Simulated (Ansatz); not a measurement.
Start from `B/C=C(\C)S` and change one atom or group to get `C/C(S)=C\[SeH]`.

Ansatz, PBE0-D4/def2-TZVP geometries, multiplicity 1. Each molecule was computed in one conformer, which needn't be the lowest.

Scalar relativity is left out up to krypton.

```csv
property,`B/C=C(\C)S`
HOMO energy (ωB97M-V/def2-TZVPP) / eV,-9.02
size of the dipole moment (ωB97M-V/def2-TZVPP) / D,2.56
LUMO energy (ωB97M-V/def2-TZVPP) / eV,0.02
HOMO–LUMO gap (PBE/def2-TZVPP) / eV,3.25
HOMO–LUMO gap (ωB97M-V/def2-TZVPP) / eV,9.04
HOMO–LUMO gap (B3LYP/def2-TZVPP) / eV,4.69
```

Task: Give the same properties after the change, and the shifts. (Estimate.)

Result: Computed: 
```csv
property,`C/C(S)=C\[SeH]`,shift
HOMO energy (ωB97M-V/def2-TZVPP) / eV,-8.20,0.82
size of the dipole moment (ωB97M-V/def2-TZVPP) / D,1.57,-0.99
LUMO energy (ωB97M-V/def2-TZVPP) / eV,1.52,1.50
HOMO–LUMO gap (PBE/def2-TZVPP) / eV,3.73,0.48
HOMO–LUMO gap (ωB97M-V/def2-TZVPP) / eV,9.72,0.68
HOMO–LUMO gap (B3LYP/def2-TZVPP) / eV,5.24,0.55
```

With PBE0 the HOMO rises by 0.86 eV and the LUMO rises by 1.44 eV, so the gap widens by about 0.58 eV. PBE moves the HOMO by 0.94 eV and ωB97M-V by 0.82 eV. Dipoles are sizes alone; their direction can turn.

B3LYP here is the variant with VWN-RPA as its local correlation; programs differ in this.

Spin–orbit coupling is left out; it splits and shifts lone-pair levels of the heavy atoms by tenths of an eV.
